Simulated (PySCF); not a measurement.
A GIAO shielding run with PySCF 2.14 (density fitting, non-relativistic, gas phase) on `C=Cc1cs[cH+]s1`, [C5H5S2]+:

```
{"job": {"kind": "nmr", "xc": "PBE0", "basis": "pcSseg-1"}, "charge": 1, "multiplicity": 1}
C     -2.316795    -0.300572     0.041250
C     -1.315920     0.564803     0.182883
C      0.082925     0.209449     0.122874
C      1.116528     1.085415     0.266616
S      2.709036     0.470578     0.163323
C      2.222943    -1.112212    -0.097209
S      0.579621    -1.441949    -0.149761
H     -2.155706    -1.353261    -0.131655
H     -3.340633     0.024538     0.096122
H     -1.514110     1.613289     0.354610
H      0.989268     2.139778     0.441356
H      2.944041    -1.900542    -0.228177
```

Hardware: 1 thread of an x86-64 server CPU, shared host. The job also computes population analyses, field gradients, ring-centre shieldings.

**Question.** How large is the calculation?

**Answer.** 66 electrons, 158 basis functions and 863 auxiliary functions.

**Question.** How long does it take?

**Answer.** 18 s of wall time, with 14 SCF cycles and 5 response iterations. Times on a shared host scatter by some tens of per cent.
